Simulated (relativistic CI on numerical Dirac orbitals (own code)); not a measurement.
# Radial parameters of Te XXIX

Calculated at this level of theory: Dirac-Coulomb-Breit CI, KLI orbitals optimised for each configuration, a model potential for QED, unscaled Slater integrals (own radial code, finite nucleus).

Slater integrals F^k, G^k are unscaled and averaged over j, outside the closed core [Ne]; ζ comes from projecting the Hamiltonian with its Breit term on Σ l·s of the shell.

- 3s²3p⁶3d⁶: F^2(3d,3d) = 371380, F^4(3d,3d) = 239020, ζ(3d) = 38868 cm⁻¹; <r>(3d) = 0.2729, <r^2>(3d) = 0.08685 (bohr units).
- 3s²3p⁵3d⁷: ζ(3p) = 306900, F^2(3d,3d) = 370530, F^4(3d,3d) = 238450, F^2(3p,3d) = 328620, G^1(3p,3d) = 360690, G^3(3p,3d) = 237590, ζ(3d) = 38368 cm⁻¹; <r>(3p) = 0.3022, <r^2>(3p) = 0.1055, <r>(3d) = 0.2734, <r^2>(3d) = 0.08721 (bohr units).
- 3s²3p⁴3d⁸: F^2(3p,3p) = 328030, ζ(3p) = 306630, F^2(3d,3d) = 369660, F^4(3d,3d) = 237860, F^2(3p,3d) = 328200, G^1(3p,3d) = 360630, G^3(3p,3d) = 237420, ζ(3d) = 37873 cm⁻¹; <r>(3p) = 0.3025, <r^2>(3p) = 0.1058, <r>(3d) = 0.274, <r^2>(3d) = 0.08758 (bohr units).

Q: Give the Racah parameters of the d shell in 3s²3p⁶3d⁶.

A: B = F²/49 − 5F⁴/441 = 4869 cm⁻¹ and C = 35F⁴/441 = 18970 cm⁻¹.

Averages of the first 10 configurations, taken without configuration mixing, which lowers the lowest level and can move excited configurations by several eV; other configurations of the list can lie among them:

```
Configuration  Parity  States  Average energy above the lowest level (eV)
    3s²3p⁶3d⁶    even     210                                        29.6
    3s²3p⁵3d⁷     odd     720                                       266.5
    3s²3p⁴3d⁸    even     675                                       508.4
     3s3p⁶3d⁷    even     240                                       437.7
       3p⁶3d⁸    even      45                                       852.7
     3s3p⁵3d⁸     odd     540                                       673.4
  3s²3p⁶3d⁵4s    even     504                                       680.6
  3s²3p⁶3d⁵4p     odd    1512                                       742.4
  3s²3p⁶3d⁵4d    even    2520                                       828.4
  3s²3p⁴3d⁷4s    even    3600                                      1147.9
```
